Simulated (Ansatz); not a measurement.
Ge₁₉AsH₃₆⁻, 56 atoms. Hardware: 11 threads of AMD EPYC 7R13 on a shared host and a whole NVIDIA H100 80GB HBM3.

The 6-31G sets use Cartesian d functions. Correlated methods freeze 180 core orbitals; core or outer-core shells of Ge, As are correlated, in sets that lack core-valence functions. Single mean-field runs in 6-31G, def2-SVP, def2-TZVP are fitted with def2-universal-jkfit.

Question: How many basis functions does each of these Ansatz runs have, and roughly what does it cost? r2SCAN-D4/def2-TZVP, charge -1 singlet, energy, from earlier orbitals; HF/STO-3G, charge -1 singlet, energy; PBE0-D4/def2-TZVP, charge -1 triplet, energy, from earlier orbitals; PBE0-D4/def2-SVP, charge -1 singlet, energy, from earlier orbitals; r2SCAN0-D4/def2-TZVP, charge -1 triplet, energy, from earlier orbitals; PBE-D4/def2-SVP, charge -1 singlet, energy, from earlier orbitals; HF/6-31G, charge -1 singlet, energy; B3LYP-D4/6-31G, charge -1 singlet, energy; PBE-D4/def2-TZVP, charge 0 doublet at the geometry of the charge -1 singlet, energy, from earlier orbitals; PBE-D4/def2-TZVP, charge -1 singlet, energy and forces, from earlier orbitals; MP2/def2-SVP, charge -1 singlet, energy, from earlier orbitals; r2SCAN-D4/def2-TZVP, charge 0 doublet at the geometry of the charge -1 singlet, energy, from earlier orbitals.

Answer: Other jobs shared the machine, so times can vary by a factor of up to 3. A dash marks memory too small to be measured apart from the calling script's.

| run | functions | fitting or Cholesky vectors | wall time | peak host memory (GiB) |
| --- | --- | --- | --- | --- |
| HF/STO-3G, charge -1 singlet, energy | 396 | 4175 | 4.5 s | – |
| B3LYP-D4/6-31G, charge -1 singlet, energy | 652 | 5968 | 5.5 s | – |
| HF/6-31G, charge -1 singlet, energy | 652 | 5968 | 5.5 s | – |
| PBE-D4/def2-SVP, charge -1 singlet, energy, from earlier orbitals | 820 | 5968 | 6 s | – |
| PBE0-D4/def2-SVP, charge -1 singlet, energy, from earlier orbitals | 820 | 5968 | 9 s | – |
| PBE-D4/def2-TZVP, charge -1 singlet, energy and forces, from earlier orbitals | 1176 | 5968 | 9.5 s | – |
| PBE-D4/def2-TZVP, charge 0 doublet at the geometry of the charge -1 singlet, energy, from earlier orbitals | 1176 | 5968 | 10 s | – |
| r2SCAN-D4/def2-TZVP, charge -1 singlet, energy, from earlier orbitals | 1176 | 5968 | 10 s | – |
| r2SCAN-D4/def2-TZVP, charge 0 doublet at the geometry of the charge -1 singlet, energy, from earlier orbitals | 1176 | 5968 | 13 s | 2.2 |
| MP2/def2-SVP, charge -1 singlet, energy, from earlier orbitals | 820 | 8156 | 17 s | 2.2 |
| PBE0-D4/def2-TZVP, charge -1 triplet, energy, from earlier orbitals | 1176 | 5968 | 25 s | – |
| r2SCAN0-D4/def2-TZVP, charge -1 triplet, energy, from earlier orbitals | 1176 | 5968 | 27 s | 2.2 |
